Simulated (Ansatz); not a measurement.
Cu₅⁺, relaxed as a singlet with RKS PBE-D4/def2-SVP in Ansatz, starting from the GFN2-xTB geometry. Force threshold 0.02 eV/Å.

The structure comes from a short search, and lower isomers may exist.

Start:

Cartesian coordinates in Å:
```
Cu 1.5621 1.9127 -0.4798
Cu -0.3731 2.4394 0.5685
Cu 0.4606 -2.4479 -0.3614
Cu -0.0053 0.0006 0.0037
Cu -1.6443 -1.9047 0.2691
```

```csv
step,energy (eV),largest force component (eV/Å),SCF passes
1,-223134.1596,0.526,30
2,-223134.3207,0.245,22
3,-223134.3645,0.032,27
4,-223134.3763,0.035,28
5,-223134.3793,0.090,21
6,-223134.3825,0.119,21
7,-223134.3893,0.017,28
8,-223134.3903,0.096,28
9,-223134.3916,0.007,21
10,-223134.3916,0.001,23
```

Force components are those of the run's own axes.

End:

Cartesian coordinates in Å:
```
Cu 0.988 1.901 -1.003
Cu 0.101 2.103 1.079
Cu 0.465 -2.285 0.399
Cu 0.000 0.000 0.000
Cu -1.555 -1.719 -0.475
```

By distances, no bond broke or formed. The bond that changes most is Cu2–Cu4, from 2.53 to 2.37 Å (atoms count from 1). The end is the same structure that another start reached.

The force fell under the threshold at step 7, but the optimiser went on and released 0.002 eV more. No frequencies were taken in this run, so the end may be a saddle point.

Hardware: 4 threads of Arm Neoverse V2 on a shared host. Wall time 17 s.
